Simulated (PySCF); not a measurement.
C₂H₉NSi₃, SMILES N1[SiH2][SiH2]CC=1[SiH3]. The structure is a stationary point at PBE-D3(BJ)/def2-SVP. The structure was generated by enumeration, and PubChem lists no compound with its InChIKey, so it may never have been made. One conformer was computed; it need not be the lowest.

Q: Give the equilibrium geometry at PBE-D3(BJ)/def2-SVP (PySCF confirms it by a frequency run) as bond lengths and angles. (The exact figures need the calculation; the answer reports its results.)

A: Several could match; the one computed here: 
Atoms: Si1 C2 N3 Si4 Si5 C6 H7 H8 H9 H10 H11 H12 H13 H14 H15. Bonded distances (Å): Si1–C2 1.926, Si1–H7 1.508, Si1–H8 1.502, Si1–H9 1.502, C2–N3 1.288, C2–C6 1.534, N3–Si4 1.799, Si4–Si5 2.352, Si4–H10 1.503, Si4–H11 1.503, Si5–C6 1.931, Si5–H12 1.504, Si5–H13 1.504, C6–H14 1.113, C6–H15 1.113. Bond angles (°): C2–Si1–H7 111.7, C2–Si1–H8 108.7, C2–Si1–H9 108.8, H7–Si1–H8 109.0, H7–Si1–H9 109.0, H8–Si1–H9 109.6, Si1–C2–N3 113.8, Si1–C2–C6 120.3, N3–C2–C6 125.8, C2–N3–Si4 118.4, N3–Si4–Si5 94.4, N3–Si4–H10 109.1, N3–Si4–H11 109.1, Si5–Si4–H10 117.2, Si5–Si4–H11 117.2, H10–Si4–H11 108.5, Si4–Si5–C6 90.7, Si4–Si5–H12 116.5, Si4–Si5–H13 116.5, C6–Si5–H12 111.3, C6–Si5–H13 111.3, H12–Si5–H13 109.3, C2–C6–Si5 110.7, C2–C6–H14 109.0, C2–C6–H15 109.0, Si5–C6–H14 111.7, Si5–C6–H15 111.6, H14–C6–H15 104.7.
Charge 0, spin multiplicity 1.
